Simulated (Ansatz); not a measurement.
Ansatz results at the PBE0-D4/def2-TZVP geometry: HOMO energy (ωB97M-V/def2-TZVPP) -8.67 eV; size of the dipole moment (ωB97M-V/def2-TZVPP) 2.68 D; HOMO energy (PBE0/def2-TZVPP) -6.44 eV.

Each molecule was computed in one conformer, which needn't be the lowest.

Question: Which molecule gave them?
A. `C[C](=N)[GeH3]`
B. `[OH][GeH2][C]#C[SiH3]`
C. `N/C=C/CS`
D. `CNCC=S`

Answer: D. The others give `C[C](=N)[GeH3]`: -9.35, 1.65, -7.09; `[OH][GeH2][C]#C[SiH3]`: -10.41, 1.27, -8.21; `N/C=C/CS`: -8.15, 2.93, -5.99.
